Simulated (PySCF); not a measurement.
Al(Me)2(NH2) (C₂H₈AlN), SMILES [NH2][Al]([CH3])[CH3].

Geometry optimised at B3LYP-D3(BJ)/def2-SVP. The structure was generated by enumeration; whether it is a known compound was not checked. The values are those of a single conformer.

Two levels are set side by side: PBE/def2-TZVP (PySCF) and PBE0/def2-TZVP (PySCF). Same geometry, gas phase. Differences are taken from unrounded values.

| quantity | PBE0 |
|---|---|
| orbital gap (eV) | 7.50 |
| highest occupied level (eV) | -7.17 |
| lowest empty level (eV) | 0.32 |
| dipole moment (D) | 0.66 |
| mean polarisability (bohr³) | 58.7 |

**Question.** What does PBE give, and how far is it from PBE0? (Estimate from the structure and the level; the computed values follow.)

**Answer.** 
```
quantity                       PBE  PBE minus PBE0
---------------------------  -----  --------------
orbital gap (eV)              5.37           -2.12
highest occupied level (eV)  -5.80            1.37
lowest empty level (eV)      -0.42           -0.75
dipole moment (D)             0.72            0.06
mean polarisability (bohr³)   61.5             2.8
```

PBE's occupied levels lie high since its potential decays too fast outside the molecule; exact exchange lowers them and widens the gap. PBE's more diffuse valence density responds more strongly to a field. Differences between two approximate levels are no errors against the true value.

Rough cost on one machine, each run with all the roots and properties that it gave: PBE0 against PBE within a factor of 2.
